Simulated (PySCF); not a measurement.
## Relaxation of singlet TeSCl4

These are results of B3LYP in PySCF with Te def2-SVP with ECP28, S def2-SVP, Cl def2-SVP; scalar-relativistic core potentials, no spin–orbit coupling; density-fitted integrals, not measurements. A (50,194) grid was used.

A hand-made square pyramidal (ligand arrangement 1) start, of Cs symmetry, held to at least that symmetry:

```xyz
6
charge 0 multiplicity 1, angstrom
Te    0.0000   -0.0363   -0.0536
S     0.0000   -2.2078   -0.5152
Cl    0.0000   -0.0363    2.2964
Cl    2.2986   -0.0363   -0.5422
Cl    0.0000    2.2623   -0.5422
Cl   -2.2986   -0.0363   -0.5422
```

Optimiser trace:
```json
{"step": "0", "E − E(last) (kJ/mol)": "75.26", "largest gradient (Eh/bohr)": "0.02842"}
{"step": "1", "E − E(last) (kJ/mol)": "33.21", "largest gradient (Eh/bohr)": "0.01059"}
{"step": "2", "E − E(last) (kJ/mol)": "24.02", "largest gradient (Eh/bohr)": "0.00333"}
{"step": "3", "E − E(last) (kJ/mol)": "20.64", "largest gradient (Eh/bohr)": "0.00343"}
{"step": "4", "E − E(last) (kJ/mol)": "15.58", "largest gradient (Eh/bohr)": "0.00890"}
{"step": "5", "E − E(last) (kJ/mol)": "10.94", "largest gradient (Eh/bohr)": "0.01177"}
{"step": "6", "E − E(last) (kJ/mol)": "4.66", "largest gradient (Eh/bohr)": "0.00965"}
{"step": "7", "E − E(last) (kJ/mol)": "1.27", "largest gradient (Eh/bohr)": "0.00286"}
{"step": "8", "E − E(last) (kJ/mol)": "0.56", "largest gradient (Eh/bohr)": "0.00288"}
{"step": "9", "E − E(last) (kJ/mol)": "0.15", "largest gradient (Eh/bohr)": "0.00169"}
{"step": "10", "E − E(last) (kJ/mol)": "0.06", "largest gradient (Eh/bohr)": "0.00055"}
{"step": "11", "E − E(last) (kJ/mol)": "0.04", "largest gradient (Eh/bohr)": "0.00030"}
{"step": "12", "E − E(last) (kJ/mol)": "0.02", "largest gradient (Eh/bohr)": "0.00059"}
{"step": "13", "E − E(last) (kJ/mol)": "0.01", "largest gradient (Eh/bohr)": "0.00070"}
{"step": "14", "E − E(last) (kJ/mol)": "0.00", "largest gradient (Eh/bohr)": "0.00039"}
{"step": "15", "E − E(last) (kJ/mol)": "0.00", "largest gradient (Eh/bohr)": "0.00011"}
```

It ends at C2v with Te–Cl 2.406 Å (×2), Te–Cl 2.432 Å (×2), Te–S 2.243 Å; Cl–Te–Cl 85.6° (×4), Cl–Te–Cl 112.1°, Cl–Te–Cl 164.3°, Cl–Te–S 97.9° (×2), Cl–Te–S 123.9° (×2) (after a last refinement on a finer grid). The frequency run here used a shortcut that can spoil soft modes, so no verdict on minimum or saddle point is given. Other isomers or separated fragments may lie lower.

Final geometry:
```xyz
6
charge 0 multiplicity 1, angstrom
Te    0.0000   -0.1320   -0.0722
S     0.0000   -2.0999   -1.1489
Cl    0.0000    0.0885    2.3239
Cl    2.4091    0.1602    0.0876
Cl    0.0000    2.0047   -1.1787
Cl   -2.4091    0.1602    0.0876
```

The relaxation took roughly 3 core-minutes on a shared host.
